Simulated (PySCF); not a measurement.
BrGaH₃N. Atoms are numbered in the order given.

```xyz
6

Ga     0.4140    -0.8846     0.0000
H      1.8953    -1.3367     0.0000
Br    -0.1344     1.3526     0.0000
N     -1.0136    -1.9889     0.0000
H     -1.9742    -1.6579     0.0000
H     -0.9546    -3.0031     0.0000
```
Charge 0, spin multiplicity 1.

Geometry optimised at TPSSh-D3(BJ)/def2-SVP. Other conformers were not sampled.

Method: PBE/def2-TZVPD run with PySCF.

The total energy comes out as -4554.91914 hartree. The point group comes out as Cs and the highest occupied level comes out as -6.39 eV. The lowest empty level comes out as -1.66 eV and the orbital gap is 4.74 eV. The dipole moment is 2.47 D and the quadrupole, principal values (traceless, Buckingham form, about the centre of nuclear charge) is -2.37, -0.89, 3.26 D·Å. The mean static polarisability is 64.3 bohr³ (9.54 Å³) and the polarisability, principal values is 50.6, 63.6, 78.8 bohr³.
